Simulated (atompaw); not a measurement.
**u(r) = r·R(r): atom against pseudo-atom (boron)**

Columns: radius, all-electron u(r) and pseudo u(r) of the 2p shell (level -4.15 eV) of boron in the configuration [He] 2s1 2p2; LDA (PW92), scalar-relativistic, PAW (atompaw) scheme, atompaw 4.2.0.5.

```tsv
r (bohr)	all-electron	pseudo
0.081	0.0192	0.0050
0.162	0.0640	0.0198
0.242	0.1204	0.0434
0.323	0.1821	0.0757
0.404	0.2439	0.1152
0.485	0.3030	0.1604
0.565	0.3571	0.2092
0.646	0.4067	0.2610
0.727	0.4509	0.3137
0.808	0.4896	0.3656
0.888	0.5226	0.4145
0.969	0.5509	0.4605
1.050	0.5742	0.5017
1.131	0.5931	0.5375
1.212	0.6077	0.5673
1.292	0.6184	0.5907
1.373	0.6258	0.6083
1.454	0.6301	0.6203
1.535	0.6316	0.6270
1.615	0.6307	0.6292
1.696	0.6276	0.6277
1.777	0.6226	0.6232
1.858	0.6160	0.6165
1.938	0.6081	0.6084
2.019	0.5989	0.5990
2.100	0.5887	0.5887
```

(1) How many radial nodes do the two functions have?

(2) Is the pseudo-wave norm-conserving?

Results:

(1) The all-electron 2p function has n − l − 1 = 0; the pseudo-wave has 0.

(2) No, it belongs to a PAW set: the norm inside the radius is not constrained, and the difference is carried by the augmentation charge.
